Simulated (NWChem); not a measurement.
System: GeH$_{3}$TeF; SMILES [Te]([GeH3])F

Results from NWChem. Structure relaxed at the PBE0/def2-SVP level. Not confirmed as a minimum by frequencies. def2 effective core potentials on Te; no spin-orbit coupling. Ions are spin-unrestricted doublets at the neutral geometry; other ion states weren't tried.

Q: Estimate the computed values for PBE/def2-SVP. Quantities: vertical ionisation energy, ΔSCF (eV); −ε(HOMO) (eV).

A: The vertical ionisation energy, ΔSCF (eV) comes out as 8.37 and the −ε(HOMO) (eV) is 5.21.
